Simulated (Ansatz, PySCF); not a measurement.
Barrier from R1 to the saddle point P1, each structure at its B3LYP-D3(BJ)/def2-SVP stationary point, reached from a drawn start; harmonic modes at that level show the others as minima.
R1, NH3 (SMILES N) (charge 0, multiplicity 1):
```
atom    x (Å)    y (Å)    z (Å)
----  -------  -------  -------
N      0.0000   0.0000   0.3061
H      0.0000   0.9376  -0.1020
H      0.8121  -0.4689  -0.1020
H     -0.8121  -0.4689  -0.1020
```
P1, H3N, a first-order saddle point (one imaginary mode, 800i cm⁻¹) (charge 0, multiplicity 1):
| atom | x (Å) | y (Å) | z (Å) |
|---|---|---|---|
| N | 0.0000 | 0.0000 | 0.0000 |
| H | 1.0048 | 0.0000 | 0.0000 |
| H | -0.5024 | 0.8702 | 0.0000 |
| H | -0.5024 | -0.8702 | 0.0000 |

P less R. No zero-point or thermal terms. No path was followed down from the saddle.

Correlated levels freeze the cores. CBS(a, b) extrapolates the correlation energy as X⁻³ and adds the Hartree–Fock energy of set b.

Programs: Ansatz (Gaussian basis) for Hartree–Fock, density functionals and correlated methods; PySCF for the D3/D4 terms. Each number belongs to the level named beside it.

```tsv
level	barrier height (kcal/mol)
SVWN5/def2-TZVPP	3.95
PBE-D4/def2-TZVPP	5.22
B3LYP/def2-TZVPP	4.69
wB97X-V/def2-TZVPP	4.68
wB97M-V/def2-TZVPP	4.76
MP2/CBS(cc-pVTZ, cc-pVQZ)	5.16
SCS-MP2/cc-pVQZ	?
CCSD(T)/cc-pVDZ	?
CCSD(T)/CBS(cc-pVTZ, cc-pVQZ)	?
```

Task: Fill in the missing entries.

Result: 
- SCS-MP2/cc-pVQZ, barrier height (kcal/mol): 5.59
- CCSD(T)/cc-pVDZ, barrier height (kcal/mol): 8.78
- CCSD(T)/CBS(cc-pVTZ, cc-pVQZ), barrier height (kcal/mol): 5.60

Ansatz is an electronic-structure program.
